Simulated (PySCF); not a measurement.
C2H9BN2O, SMILES CCNB(N)O. Atoms are numbered in the order given.

```xyz
15

C     -2.1755    -0.8549    -0.4123
C     -1.3141     0.3420    -0.8373
N     -0.3465     0.7673     0.1554
B      0.9529     0.1774     0.3466
N      1.4338    -0.8673    -0.4970
O      1.8122     0.6161     1.3525
H     -1.5374    -1.7306    -0.1747
H     -2.7629    -0.6167     0.4989
H     -2.8899    -1.1492    -1.2096
H     -0.7640     0.0919    -1.7713
H     -1.9752     1.1952    -1.1099
H     -0.7468     1.3243     0.9118
H      2.3845    -1.2172    -0.4037
H      0.8697    -1.3631    -1.1809
H      1.4875     1.4269     1.7760
```
Charge 0, spin multiplicity 1.

Coordinates come from a PBE-D3(BJ)/def2-SVP optimisation. The structure was generated by enumeration, and PubChem lists no compound with its InChIKey, so it may never have been made. The values are those of a single conformer.

The numbers are results of PySCF with PBE-D3(BJ)/def2-SVP, not measurements.

Frequencies are harmonic and unscaled.

Computed vibrational spectrum:
```json
[
 {"mode": "1", "ν (cm⁻¹)": "48", "IR (km/mol)": "7.2", "moving atoms (share of kinetic energy)": "H 33 %, N 31 %, C 25 %, O 9 %"},
 {"mode": "2", "ν (cm⁻¹)": "85", "IR (km/mol)": "0.4", "moving atoms (share of kinetic energy)": "H 32 %, N 28 %, C 25 %, O 15 %"},
 {"mode": "3", "ν (cm⁻¹)": "160", "IR (km/mol)": "96.5", "moving atoms (share of kinetic energy)": "H 66 %, N 23 %"},
 {"mode": "4", "ν (cm⁻¹)": "207", "IR (km/mol)": "5.9", "moving atoms (share of kinetic energy)": "H 71 %, N 15 %"},
 {"mode": "5", "ν (cm⁻¹)": "274", "IR (km/mol)": "45.6", "moving atoms (share of kinetic energy)": "H 83 %, O 8 %"},
 {"mode": "6", "ν (cm⁻¹)": "284", "IR (km/mol)": "1.7", "moving atoms (share of kinetic energy)": "H 67 %, C 17 %, N 13 %"},
 {"mode": "7", "ν (cm⁻¹)": "375", "IR (km/mol)": "18.8", "moving atoms (share of kinetic energy)": "H 36 %, O 24 %, N 22 %, C 15 %"},
 {"mode": "8", "ν (cm⁻¹)": "405", "IR (km/mol)": "26.7", "moving atoms (share of kinetic energy)": "H 43 %, N 21 %, O 20 %, C 9 %"},
 {"mode": "9", "ν (cm⁻¹)": "442", "IR (km/mol)": "160.5", "moving atoms (share of kinetic energy)": "H 70 %, N 18 %"},
 {"mode": "10", "ν (cm⁻¹)": "481", "IR (km/mol)": "5.6", "moving atoms (share of kinetic energy)": "H 83 %"},
 {"mode": "11", "ν (cm⁻¹)": "498", "IR (km/mol)": "3.8", "moving atoms (share of kinetic energy)": "H 50 %, N 18 %, C 16 %, O 12 %"},
 {"mode": "12", "ν (cm⁻¹)": "609", "IR (km/mol)": "29.9", "moving atoms (share of kinetic energy)": "B 76 %, N 14 %"},
 {"mode": "13", "ν (cm⁻¹)": "750", "IR (km/mol)": "5.3", "moving atoms (share of kinetic energy)": "H 65 %, N 16 %, C 11 %"},
 {"mode": "14", "ν (cm⁻¹)": "810", "IR (km/mol)": "5.9", "moving atoms (share of kinetic energy)": "H 45 %, N 38 %, O 8 %"},
 {"mode": "15", "ν (cm⁻¹)": "855", "IR (km/mol)": "3.6", "moving atoms (share of kinetic energy)": "H 60 %, N 24 %, O 15 %"},
 {"mode": "16", "ν (cm⁻¹)": "900", "IR (km/mol)": "1.3", "moving atoms (share of kinetic energy)": "H 46 %, C 35 %, N 16 %"},
 {"mode": "17", "ν (cm⁻¹)": "976", "IR (km/mol)": "135.6", "moving atoms (share of kinetic energy)": "H 80 %, O 9 %"},
 {"mode": "18", "ν (cm⁻¹)": "1054", "IR (km/mol)": "7.4", "moving atoms (share of kinetic energy)": "C 53 %, H 44 %"},
 {"mode": "19", "ν (cm⁻¹)": "1080", "IR (km/mol)": "1.5", "moving atoms (share of kinetic energy)": "H 64 %, C 30 %"},
 {"mode": "20", "ν (cm⁻¹)": "1150", "IR (km/mol)": "0.8", "moving atoms (share of kinetic energy)": "N 33 %, C 32 %, H 26 %"},
 {"mode": "21", "ν (cm⁻¹)": "1243", "IR (km/mol)": "19.5", "moving atoms (share of kinetic energy)": "H 75 %, C 14 %"},
 {"mode": "22", "ν (cm⁻¹)": "1298", "IR (km/mol)": "185.6", "moving atoms (share of kinetic energy)": "H 63 %, B 22 %, C 9 %"},
 {"mode": "23", "ν (cm⁻¹)": "1323", "IR (km/mol)": "16.3", "moving atoms (share of kinetic energy)": "H 70 %, C 16 %, B 10 %"},
 {"mode": "24", "ν (cm⁻¹)": "1345", "IR (km/mol)": "14.6", "moving atoms (share of kinetic energy)": "H 70 %, C 26 %"},
 {"mode": "25", "ν (cm⁻¹)": "1386", "IR (km/mol)": "49.5", "moving atoms (share of kinetic energy)": "H 60 %, B 33 %"},
 {"mode": "26", "ν (cm⁻¹)": "1411", "IR (km/mol)": "11.2", "moving atoms (share of kinetic energy)": "H 96 %"},
 {"mode": "27", "ν (cm⁻¹)": "1418", "IR (km/mol)": "10.9", "moving atoms (share of kinetic energy)": "H 88 %, B 9 %"},
 {"mode": "28", "ν (cm⁻¹)": "1435", "IR (km/mol)": "7.8", "moving atoms (share of kinetic energy)": "H 87 %"},
 {"mode": "29", "ν (cm⁻¹)": "1479", "IR (km/mol)": "337.2", "moving atoms (share of kinetic energy)": "H 32 %, B 32 %, N 32 %"},
 {"mode": "30", "ν (cm⁻¹)": "1545", "IR (km/mol)": "229.3", "moving atoms (share of kinetic energy)": "H 58 %, N 22 %, B 20 %"},
 {"mode": "31", "ν (cm⁻¹)": "2948", "IR (km/mol)": "54.8", "moving atoms (share of kinetic energy)": "H 94 %"},
 {"mode": "32", "ν (cm⁻¹)": "2962", "IR (km/mol)": "22.4", "moving atoms (share of kinetic energy)": "H 97 %"},
 {"mode": "33", "ν (cm⁻¹)": "2993", "IR (km/mol)": "18.3", "moving atoms (share of kinetic energy)": "H 91 %, C 9 %"},
 {"mode": "34", "ν (cm⁻¹)": "3052", "IR (km/mol)": "29.9", "moving atoms (share of kinetic energy)": "H 91 %, C 9 %"},
 {"mode": "35", "ν (cm⁻¹)": "3059", "IR (km/mol)": "27.9", "moving atoms (share of kinetic energy)": "H 91 %, C 9 %"},
 {"mode": "36", "ν (cm⁻¹)": "3529", "IR (km/mol)": "8.7", "moving atoms (share of kinetic energy)": "H 93 %"},
 {"mode": "37", "ν (cm⁻¹)": "3559", "IR (km/mol)": "29.3", "moving atoms (share of kinetic energy)": "H 96 %"},
 {"mode": "38", "ν (cm⁻¹)": "3666", "IR (km/mol)": "23.8", "moving atoms (share of kinetic energy)": "H 91 %, N 9 %"},
 {"mode": "39", "ν (cm⁻¹)": "3781", "IR (km/mol)": "36.4", "moving atoms (share of kinetic energy)": "H 94 %"}
]
```
